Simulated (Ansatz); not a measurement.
Ansatz (a first-principles code) was given this input:
Ansatz 0.2 input:
```yaml
crystal:
  periodic: [false, false, false]
  atoms:
    - {symbol: Ge, position_ang: [0.00262673, -0.01192623, 1.28932309]}
    - {symbol: I, position_ang: [1.10279430, -1.88448564, -0.40894272]}
    - {symbol: I, position_ang: [-1.10438024, 1.89168638, -0.36951650]}
basis:
  gaussian:
    orbitals: def2-SVP
hamiltonian:
  xc: hf
total_charge: -1
magnetization: {spin_polarized: true, initial_magnetization: 1}
```

Problem. Predict the total energy from HF/def2-SVP (Ansatz).

Solution. -2668.5520 Eh

Problem. Estimate the number of basis functions that HF/def2-SVP returns for this input.

Solution. 84

Problem. Give the <S^2> at the level HF/def2-SVP.

Solution. 0.766

A gas-phase anion may not be bound at this level; its values then depend on the basis.
